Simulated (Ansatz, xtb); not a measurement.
Isomers of C5H2BrNS in order of energy

6 gas-phase structures of C5H2BrNS, from a drawn sample of its isomers (lower ones may exist). Each was relaxed with GFN2-xTB:

A. `N#Cc1cscc1Br`, a singlet
B. `N#Cc1csc(Br)c1`, a singlet
C. `N#Cc1ccc(Br)s1`, a singlet
D. `N#Cc1ccsc1Br`, a singlet
E. `N#Cc1sccc1Br`, a singlet
F. `N#Cc1cc(Br)cs1`, a singlet

**Question.** Make a reasoned guess at their ranking by r2SCAN-D4/def2-SVP single-point energy.

**Answer.** Calculated order at r2SCAN-D4/def2-SVP: E (0.0), F (0.2), A (0.7), C (1.3), B (1.9), D (1.9) kcal/mol. Less than 1 kcal/mol parts E and F; F and A; A and C; C and B; B and D, so the order within those pairs means little.

Energies above the lowest of each column, in kcal/mol; the last columns are at PBE0-D3(BJ)/def2-SVP geometries:

```
structure  GFN2-xTB  HF/STO-3G  r2SCAN-D4/def2-SVP  PBE0-D3(BJ)/def2-SVP  CCSD(T)/def2-SVP + ΔMP2/def2-TZVPP
        E       0.3        0.1                 0.0                   0.0                                 0.6
        F       0.0        0.2                 0.2                   0.1                                 0.7
        A       0.9        0.0                 0.7                   0.2                                 0.0
        C       2.2        0.4                 1.3                   1.3                                 2.4
        B       2.5        0.0                 1.9                   1.4                                 1.6
        D       3.0        0.3                 1.9                   1.5                                 1.6
```

CCSD(T)/def2-SVP + ΔMP2/def2-TZVPP has A and E and F within 1 kcal/mol of each other at the bottom, and every level picks one of them. CCSD(T)/def2-SVP + ΔMP2/def2-TZVPP orders those it was run on as A (0.0), E (0.6), F (0.7), B (1.6), D (1.6), C (2.4) kcal/mol. Less than 1 kcal/mol parts A and E; E and F; F and B; B and D; D and C, so the order within those pairs means little. ΔMP2 is the change of the MP2 energy from the smaller to the larger basis.

Over these structures GFN2-xTB departs from r2SCAN-D4/def2-SVP by 0.4 kcal/mol on average once a common shift is removed. A GFN2-xTB relaxation took about 0.076 s and the r2SCAN-D4/def2-SVP energy about 3.9 s on a shared host (Ansatz 0.2.0, xtb 6.7.1).
